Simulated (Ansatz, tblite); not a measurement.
Removing and adding an electron: `C=CCCCCCCCCC[S][Ag]`. Total charge 0; singlet. Geometry: PBE-D4/def2-SVP. Ansatz, gas phase; energy differences of separate SCF runs; the oxidised species was run as a doublet alone; the reduced species was run as a doublet alone.

Cartesian coordinates in Å:
```
C 4.5035 -2.2359 -2.9339
C 3.9231 -2.3233 -1.7232
C 2.5526 -2.8845 -1.4593
C 1.5155 -1.8416 -0.9925
C 1.8346 -1.1776 0.3522
C 0.8141 -0.1194 0.7945
C -0.5857 -0.6644 1.1063
C -1.5721 0.3852 1.6369
C -1.9589 1.4700 0.6250
C -2.9690 2.4825 1.1752
C -3.3792 3.5436 0.1559
S -4.4797 4.8722 0.7882
Ag -6.3056 3.6711 1.6172
H 5.5078 -1.8028 -3.0654
H 3.9943 -2.6000 -3.8432
H 4.4792 -1.9459 -0.8446
H 2.1787 -3.3819 -2.3793
H 2.6273 -3.6779 -0.6800
H 1.4162 -1.0566 -1.7754
H 0.5261 -2.3441 -0.9331
H 1.9175 -1.9635 1.1380
H 2.8356 -0.6985 0.2975
H 0.7489 0.6636 0.0066
H 1.2005 0.3985 1.7005
H -1.0205 -1.1385 0.1983
H -0.4890 -1.4817 1.8553
H -1.1435 0.8683 2.5444
H -2.4980 -0.1274 1.9800
H -2.3762 0.9863 -0.2878
H -1.0498 2.0144 0.2864
H -2.5565 2.9863 2.0760
H -3.8862 1.9502 1.5223
H -2.4797 4.0990 -0.1934
H -3.8260 3.0742 -0.7455
```

In the def2 sets Ag takes a core potential; there is no spin–orbit coupling. The xTB rows come from tblite. HOMO above LUMO, or a gap near zero within one spin, warns that the state may not be the lowest or that an electron is smeared out.

(1) Estimate orbital energies and vertical ionisation energies and electron affinities at: GFN1-xTB; GFN2-xTB; PBE-D4/def2-SVP; PBE0-D4/def2-SVP.

## Answers

(1) 
| level | −HOMO (eV) | vertical IE (eV) | −LUMO (eV) | vertical EA (eV) | HOMO–LUMO gap (eV) | IE − EA (eV) | remarks |
| --- | --- | --- | --- | --- | --- | --- | --- |
| GFN1-xTB | 10.03 | 12.88 | 7.95 | 5.08 | 2.09 | 7.81 | – |
| GFN2-xTB | 9.42 | 11.98 | 6.22 | 4.48 | 3.21 | 7.50 | – |
| PBE-D4/def2-SVP | 4.75 | 7.26 | 3.28 | 0.98 | 1.47 | 6.28 | HOMO above zero (-1 doublet), gap within one spin near zero (+1 doublet), gap within one spin near zero (-1 doublet), restricted SCF unstable in HF (singlet) |
| PBE0-D4/def2-SVP | 5.77 | 7.58 | 2.52 | 0.95 | 3.25 | 6.63 | HOMO above zero (-1 doublet), restricted SCF unstable in HF (singlet) |

Relaxing the reduced species (PBE-D4/def2-SVP) changes its energy by -0.08 eV at PBE-D4/def2-SVP, so the adiabatic electron affinity to this nearest minimum is 1.06 eV. At PBE0-D4/def2-SVP it is 1.03 eV. The highest occupied level of the relaxed charge -1 doublet lies above zero (up to 1.04 eV). By energy differences its removal costs 1.06 eV (each at its own geometry, to the charge 0 singlet, at PBE-D4/def2-SVP); self-interaction error and the lack of diffuse functions both raise the level. The gap within one spin of the relaxed charge -1 doublet nearly closes, so an electron or hole may be smeared out by delocalisation error.     A HOMO above zero means that the electron is unbound at that level or that self-interaction error raises the level; the energy of removing that electron tells which. Raw xTB energy differences between charge states are shifted by several eV; the methods need an empirical correction for them. Sets without diffuse functions give affinities that are too small.
